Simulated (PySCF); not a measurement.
Ti(Cl)(OH)(Me)2 (C2H7ClOTi), SMILES [CH3][Ti]([CH3])([OH])[Cl], multiplicity 1. Atoms are numbered in the order given.

```xyz
12

Ti    -0.2544    -0.0980     0.0000
Cl     1.9445     0.0624     0.0000
O     -0.9537    -1.7010     0.0000
H     -0.8336    -2.6539     0.0000
C     -1.0109     0.9037    -1.6135
H     -2.1124     0.9012    -1.5640
H     -0.6349     1.9405    -1.5925
H     -0.6856     0.4135    -2.5462
C     -1.0109     0.9037     1.6135
H     -0.6856     0.4135     2.5462
H     -0.6349     1.9405     1.5925
H     -2.1124     0.9012     1.5640
```

Geometry: PBE0-D3(BJ)/def2-SVP. The multiplicity is an assumed one; other spin states were not compared. The values are those of a single conformer.

Two levels are set side by side: PBE/pcSseg-1 (PySCF) and KT2/pcSseg-1 (PySCF). GIAO shifts against H2O (¹⁷O), HCl (³⁵Cl), TMS (¹H), TMS (¹³C) at the same level; non-relativistic, no solvent, atoms listed together averaged. Without spin–orbit terms, shifts of atoms bonded to Cl or Br come out too high at both levels. Differences are taken from unrounded values.

```json
[
 {"quantity": "δ(³⁵Cl) of Cl2 (ppm)", "KT2": "640.4"},
 {"quantity": "δ(¹⁷O) of O3 (ppm)", "KT2": "339.0"},
 {"quantity": "δ(¹H) of H4 (ppm)", "KT2": "7.29"},
 {"quantity": "δ(¹³C) of C5, C9 (ppm)", "KT2": "67.2"}
]
```

### Question
What does PBE give, and how far is it from KT2? (An estimate is asked for; the answer gives what the named calculation found.)

### Answer

| quantity | PBE | PBE minus KT2 |
|---|---|---|
| δ(³⁵Cl) of Cl2 (ppm) | 661.7 | 21.4 |
| δ(¹⁷O) of O3 (ppm) | 348.7 | 9.7 |
| δ(¹H) of H4 (ppm) | 7.20 | -0.09 |
| δ(¹³C) of C5, C9 (ppm) | 69.1 | 1.9 |

Rough cost on one machine, each run with all the roots and properties that it gave: KT2 against PBE within a factor of 2.
